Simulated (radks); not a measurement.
The antimony anion Sb3-, [Xe], held by a Watson sphere: a shell of charge +3 at radius R that stands for the Madelung well of a crystal (potential energy -3/R inside, -3/r outside, in hartree with lengths in bohr). All-electron calculation, scalar-relativistic Kohn-Sham, PBEsol, spin-polarised, spherical densities, finite nucleus; Fermi nuclear charge, rms radius of each element as measured or else 0.836 A^(1/3) + 0.57 fm. Program: a radial shooting solver on a logarithmic mesh with Libxc functionals. Response by self-consistent Sternheimer equations with the Hartree and adiabatic LDA kernel, the relativistic mass of each level held fixed and spin-orbit coupling left out. The sphere does not respond.

R (bohr) = 3.5: e(4d) (eV) -31.271; e(5s) (eV) -12.468; e(5p) (eV) -5.553; <r> 5p (bohr) 3.148; sum of <r^2> (bohr^2) 102.7; X-ray form factor at sin(theta)/lambda = 0.3 1/angstrom 35.365; alpha (bohr^3) 87.17
R (bohr) = 3.59: e(4d) (eV) -31.179; e(5s) (eV) -12.288; e(5p) (eV) -5.418; <r> 5p (bohr) 3.183; sum of <r^2> (bohr^2) 104.4; X-ray form factor at sin(theta)/lambda = 0.3 1/angstrom 35.376; alpha (bohr^3) 92.18
R (bohr) = 3.79: e(4d) (eV) -30.996; e(5s) (eV) -11.917; e(5p) (eV) -5.128; <r> 5p (bohr) 3.261; sum of <r^2> (bohr^2) 108.2; X-ray form factor at sin(theta)/lambda = 0.3 1/angstrom 35.397; alpha (bohr^3) 104.4
R (bohr) = 5.12: e(4d) (eV) -30.185; e(5s) (eV) -10.256; e(5p) (eV) -3.572; <r> 5p (bohr) 3.756; sum of <r^2> (bohr^2) 135.5; X-ray form factor at sin(theta)/lambda = 0.3 1/angstrom 35.440; alpha (bohr^3) 233.3
R (bohr) = 5.33: e(4d) (eV) -30.097; e(5s) (eV) -10.091; e(5p) (eV) -3.384; <r> 5p (bohr) 3.830; sum of <r^2> (bohr^2) 140.2; X-ray form factor at sin(theta)/lambda = 0.3 1/angstrom 35.441; alpha (bohr^3) 263.6
R (bohr) = 5.59: e(4d) (eV) -29.998; e(5s) (eV) -9.911; e(5p) (eV) -3.172; <r> 5p (bohr) 3.922; sum of <r^2> (bohr^2) 146.1; X-ray form factor at sin(theta)/lambda = 0.3 1/angstrom 35.443; alpha (bohr^3) 305.8
